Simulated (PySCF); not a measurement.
A calculated (LDA, PySCF 2.14, x2c-SVPall, scalar relativity by spin-free X2C-1e) atom or ion has these occupied shells.

```
shell  electrons  orbital energy (eV)  rms radius, mean of both spins (bohr)
 1s α          1              -5866.3                                 0.0735
 1s β          1              -5866.3                                 0.0735
 2s α          1              -671.38                                  0.318
 2s β          1              -669.73                                  0.318
 2p α          3              -566.34                                  0.288
 2p β          3              -565.05                                  0.288
 3s α          1              -81.636                                  0.971
 3s β          1              -77.343                                  0.971
 3p α          3              -53.489                                   1.05
 3p β          3              -49.263                                   1.05
 3d α          5              -11.090                                   1.60
```

(1) Name the element and its charge.

Results:

(1) Cr+ (chromium, charge +1), in [Ar] 3d5, high-spin 6S determinant.
